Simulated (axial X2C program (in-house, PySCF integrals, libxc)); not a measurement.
## Excited states of SeF⁻ by EOM-EE-CCSD

Computed with an axial X2C code built on PySCF integrals: two-component X2C with atomic mean-field Coulomb and Gaunt terms, Gaussian nuclei, basis Se dyall-acv3z, F dyall-av3z with contracted cores.

R = 1.847 Å (near the PBE0 minimum at charge -1 of the determinant lowest at the starting distance; the state shown can have its own minimum elsewhere).

Hartree–Fock spinors of SeF⁻ (one of each Kramers pair; a window near the gap, which can cut inner shells):

| ω | occupied | ε (eV) | character |
| --- | --- | --- | --- |
| 1/2 | yes | -17.22 | 65% Se s, 28% F p, 4% F s |
| 1/2 | yes | -10.91 | 91% F p, 4% Se p, 2% Se f |
| 3/2 | yes | -10.85 | 92% F p, 4% Se p, 2% Se f |
| 1/2 | yes | -9.86 | 62% F p, 18% Se p, 15% Se s |
| 1/2 | yes | -2.95 | 89% Se p, 6% F p, 2% F d |
| 3/2 | yes | -2.66 | 89% Se p, 6% F p, 2% F d |
| 1/2 | no | 5.12 | 88% Se p, 9% Se s |
| 1/2 | no | 5.59 | 98% Se p |
| 3/2 | no | 5.61 | 99% Se p |
| 1/2 | no | 5.71 | 75% Se s, 18% F p, 6% Se p |
| 1/2 | no | 8.31 | 68% F p, 17% Se s, 6% Se d |
| 1/2 | no | 8.42 | 60% Se p, 19% Se d, 10% F p |

Vertical excitation energies from the closed-shell determinant state of SeF⁻:

```
 Ω  excitation (eV)   cm⁻¹  hole of the leading pair    particle of the leading pair  weight of the pair (for Ω = 0 its time-reversed partner can hold as much again)  singles weight
 2            1.791  14447        87% Se pπ, 8% F pπ  66% Se pσ, 12% Se dσ, 10% F pσ                                                                             0.95            0.96
 1            1.873  15109        87% Se pπ, 8% F pπ  67% Se pσ, 12% Se dσ, 10% F pσ                                                                             0.60            0.96
0⁻            1.982  15989        86% Se pπ, 8% F pπ  66% Se pσ, 12% Se dσ, 10% F pσ                                                                             0.48            0.95
0⁺            1.987  16027        86% Se pπ, 8% F pπ  66% Se pσ, 12% Se dσ, 10% F pσ                                                                             0.48            0.95
 1            2.616  21100        85% Se pπ, 9% F pπ   69% Se pσ, 11% Se dσ, 9% F pσ                                                                             0.59            0.95
 2            3.523  28419        87% Se pπ, 7% F pπ            85% Se sσ, 10% Se pσ                                                                             0.94            0.95
 1            3.587  28928        87% Se pπ, 7% F pπ             85% Se sσ, 9% Se pσ                                                                             0.82            0.94
0⁻            3.747  30223        87% Se pπ, 7% F pπ            85% Se sσ, 10% Se pσ                                                                             0.47            0.94
0⁺            3.748  30227        87% Se pπ, 7% F pπ            85% Se sσ, 10% Se pσ                                                                             0.47            0.94
 1            3.876  31260        86% Se pπ, 8% F pπ             85% Se sσ, 8% Se pσ                                                                             0.81            0.94
0⁻            3.953  31880        87% Se pπ, 7% F pπ                       97% Se pπ                                                                             0.38            0.95
```

This point took 54 s on 1 thread of Arm Neoverse V1 (shared host).

Reference electrons by ω block (each with its −ω partner): 1/2: 15, 3/2: 6, 5/2: 1. 14 electrons of SeF⁻ correlated (inner shells frozen), 88 natural virtual spinors (a truncated set); levels can be off by some tenths of an eV. Roots sought by Ω: (0: 5, 1: 4, 2: 3, 3: 1); rows need 60 % singles weight and stop where some Ω has no more roots. Missing are any skipped roots, higher Ω and states of a further excitation; these come out far too high here and may in truth be low or lowest. T1 of the reference 0.016 (Lee–Taylor). The highest Hartree–Fock level of the anion lies at -2.66 eV; relaxation, partly offset by correlation, puts the detachment threshold some tenths of an eV to over one eV lower in magnitude, and states above it are held by the basis set and are not bound. Number of frozen shells: Se 3 s, 2 p, 1 d; F 1 s.
